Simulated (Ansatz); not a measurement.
Cartesian coordinates in Å:
```
C -0.3688 -1.1055 -1.2367
C -0.6699 -0.1714 -0.0756
C -0.8197 -0.9215 1.2407
In 0.8301 1.3923 0.0828
O 0.8663 2.7976 1.4934
S 2.7124 1.7145 -1.3473
H -0.3106 -0.5781 -2.1921
H 0.5769 -1.6372 -1.0949
H -1.1528 -1.8673 -1.3302
H -1.5995 0.3695 -0.2823
H -1.0730 -0.2612 2.0739
H -1.6168 -1.6714 1.1637
H 0.0947 -1.4581 1.5106
H 0.1350 2.7379 2.1120
H 2.3958 0.6599 -2.1179
```

The species carries charge 0 and has multiplicity 1. In takes the def2 core potential.

**Question.** List the PBE0/def2-TZVPP orbital energies in eV (Ansatz). (An estimate is asked.)

**Answer.** Computed: Occupied: -2422.05, -521.79, -278.89, -278.37, -278.32, -217.38, -161.20, -161.13, -161.03, -128.26, -84.76, -84.50, -84.43, -26.56, -22.52, -21.60, -21.29, -21.23, -21.16, -21.01, -19.66, -19.35, -16.44, -13.13, -12.93, -12.61, -11.79, -11.19, -10.94, -10.13, -10.11, -9.84, -8.52, -8.34, -7.26, -7.26. Lowest empty: -0.98, -0.86, 0.27, 0.81, 0.96, 1.71, 2.39, 2.56.
